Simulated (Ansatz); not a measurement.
A nudged elastic band was laid between two geometries of AlF2H3O (7 atoms, charge 0, multiplicity 1).

The calculation used RKS PBE0/6-31G* (Ansatz 0.2.0).

```yaml
movable_images: 7
climbing_image: yes
spring: 5.0 eV/Å²
optimiser: quadratic models (default)
start_path: through a guess of the saddle point
force_threshold: 0.03 eV/Å
iteration_limit: 60
end_points: relaxed
```

First end point:

```xyz
7
Properties=species:S:1:pos:R:3
Al 0.079 0.012 0.135
H -0.017 0.728 1.547
F 1.436 0.236 -0.789
F -1.333 -0.296 -0.712
O 0.138 -1.910 0.674
H -0.663 -2.254 0.241
H 0.031 -2.042 1.629
```

Last end point:

```xyz
7
Properties=species:S:1:pos:R:3
Al 0.039 -0.595 -0.246
H 0.068 0.239 1.867
F 1.395 0.297 -0.493
F -1.421 0.095 -0.573
O 0.177 -2.249 0.111
H -0.603 -2.810 0.090
H 0.017 -0.502 1.969
```

What changes between the two ends?

Bonds broken: Al1–H2, O5–H7. Bonds formed: H2–H7. AlF2H3O becomes AlF2HO + H2.

Give the energies along the band, and the barrier.

The forces met the threshold. The highest image is number 4 of 0 to 8, 21.1 kcal/mol above the first end and 19.3 kcal/mol above the last; the last end lies 1.8 kcal/mol above the first. A vibrational analysis at the climbing image gives one clearly imaginary mode, 1275i cm⁻¹: a first-order saddle point. The orbitals stay closed-shell, which can raise the energy where a bond breaks towards radicals; this wasn't checked here.

```json
{"image": "0", "path coordinate (Å)": "0.00", "energy (kcal/mol)": "0.0", "Al1–H2 (Å)": "1.59", "O5–H7 (Å)": "0.97", "H2–H7 (Å)": "2.77"}
{"image": "1", "path coordinate (Å)": "0.38", "energy (kcal/mol)": "0.8", "Al1–H2 (Å)": "1.59", "O5–H7 (Å)": "0.97", "H2–H7 (Å)": "2.40"}
{"image": "2", "path coordinate (Å)": "0.75", "energy (kcal/mol)": "3.7", "Al1–H2 (Å)": "1.60", "O5–H7 (Å)": "0.98", "H2–H7 (Å)": "1.95"}
{"image": "3", "path coordinate (Å)": "1.13", "energy (kcal/mol)": "10.8", "Al1–H2 (Å)": "1.65", "O5–H7 (Å)": "1.02", "H2–H7 (Å)": "1.49"}
{"image": "4", "path coordinate (Å)": "1.50", "energy (kcal/mol)": "21.1", "Al1–H2 (Å)": "1.76", "O5–H7 (Å)": "1.27", "H2–H7 (Å)": "1.05"}
{"image": "5", "path coordinate (Å)": "1.83", "energy (kcal/mol)": "12.4", "Al1–H2 (Å)": "1.92", "O5–H7 (Å)": "1.63", "H2–H7 (Å)": "0.82"}
{"image": "6", "path coordinate (Å)": "2.16", "energy (kcal/mol)": "4.7", "Al1–H2 (Å)": "2.12", "O5–H7 (Å)": "1.98", "H2–H7 (Å)": "0.76"}
{"image": "7", "path coordinate (Å)": "2.49", "energy (kcal/mol)": "2.2", "Al1–H2 (Å)": "2.25", "O5–H7 (Å)": "2.32", "H2–H7 (Å)": "0.75"}
{"image": "8", "path coordinate (Å)": "2.82", "energy (kcal/mol)": "1.8", "Al1–H2 (Å)": "2.27", "O5–H7 (Å)": "2.56", "H2–H7 (Å)": "0.75"}
```

What is the geometry of the highest image?


```xyz
7
Properties=species:S:1:pos:R:3:forces:R:3
Al 0.056 -0.259 -0.068 0.00 -0.01 0.01
H 0.003 -0.069 1.682 0.00 0.01 0.00
F 1.437 0.358 -0.711 0.00 0.00 0.00
F -1.403 0.068 -0.760 0.00 0.00 0.00
O 0.160 -1.966 0.586 0.00 0.01 -0.01
H -0.606 -2.552 0.485 0.00 0.00 0.00
H 0.024 -1.106 1.510 -0.01 0.00 -0.01
```

What are the harmonic wavenumbers there?

1275i, 188, 240, 324, 389, 577, 675, 759, 836, 975, 1065, 1421, 1725, 1930, 3816 cm⁻¹.

The band took 10 iterations and about 2.8 core-minutes.

Run time: 2.8 min on 1 thread of Arm Neoverse V1, on a shared host, peak memory 0.13 GiB.
